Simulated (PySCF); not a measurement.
# Relaxation of singlet FeO₃

Level of theory: PBE0 in PySCF with Fe def2-SVP, O def2-SVP; no relativity; density-fitted integrals. A (50,194) grid was used.

A hand-made trigonal pyramidal start, of C3v symmetry, held to at least that symmetry:

```xyz
4
charge 0 multiplicity 1, angstrom
Fe    0.0000    0.0000   -0.3598
O     1.4657    0.0000    0.4195
O    -0.7328    1.2693    0.4195
O    -0.7328   -1.2693    0.4195
```

(1) What does it relax to?

(2) How much energy is released, and in how many steps?

Results:

(1) It ends at D3h with Fe–O 1.537 Å (×3); O–Fe–O 120.0° (×3). A frequency run shows a minimum. Other isomers or separated fragments may lie lower.

(2) 231.4 kJ/mol in 9 steps.

At this level a broken-symmetry Ms = 1 minimum of C2v symmetry lies 60 kJ/mol below this structure.

The relaxation took of the order of 24 core-seconds on a shared host.
